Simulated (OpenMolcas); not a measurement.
**Levels of Ge II by method**

```json
{"Program": "OpenMolcas 26.06", "Basis": "ANO-RCC [10s9p8d5f2g]", "Scalar Hamiltonian": "DKH2, point nucleus", "Active space": "1 electron in 9 orbitals (RAS2 4p; RAS3 4d 5s, at most 1 electron)", "State averaging": "2S+1 = 2 odd, 3 roots; 2S+1 = 2 even, 6 roots", "Spin-orbit coupling": "RASSI with atomic mean-field integrals over the reference wave functions, term energies averaged over their components"}
```

Methods on the same reference wave functions:
A. RASSCF
B. SS-RASPT2, IPEA 0.25 Eh, imaginary shift 0.1 Eh (closed shells correlated: 3d 4s)

Energies in cm-1 above 4s2 4p 2P* 1/2, the measured ground level; measured values from NIST Handbook of Basic Atomic Spectroscopic Data.

| Level | A | B | Measured |
| --- | --- | --- | --- |
| 4s2 4p 2P* 1/2 | 0.0 | 0.0 | 0.0 |
| 4s2 4p 2P* 3/2 | 1564 | 1564 | 1767 |
| 4s2 5s 2S 1/2 | 60427 | 62569 | 62403 |
| 4s2 4d 2D 3/2 | 74318 | 74926 | 80837 |
| 4s2 4d 2D 5/2 | 74374 | 74982 | 81013 |

Deviations, from unrounded energies. A percentage is the sum of absolute deviations over the sum of measured energies, with the sign that they share, or ± where signs differ.

| Against measurement | Levels | A | B |
| --- | --- | --- | --- |
| mean absolute deviation (cm-1) | 4 | 3800 | 3100 |
| fine structure of the ground term (%) | 1 | -11.5 | -11.5 |
| other configurations (%) | 3 | -6.7 | ±5.4 |

B lies closest to measurement on these levels. The largest miss of B in the table is 4s2 4d 2D 5/2, by -6000 cm-1. The ranking rests on the paired levels alone, and a cruder setting can come out closer through cancelling errors.

The lowest spin-free term lies below A's lowest term by 0.515 hartree in B.

ANO sets are built for valence states and can reach diffuse excited orbitals poorly, and with the s shell closed the s pⁿ⁺¹ terms that mix with these levels are absent. With one active electron the reference holds no correlation, so core polarisation is missing (holds for A). With one active electron, CASPT2 adds the correlation within the correlated inactive shells and between them and that electron, and leaves the splitting within a term as the reference gives it (holds for B). Computed and measured levels are paired by configuration, term and J; levels that our copy of the source lacks, or whose pairing is in doubt (as where it misses far off the trend of its configuration), stay unpaired and out of the deviations. Only configurations of the active space appear.

* marks odd parity.
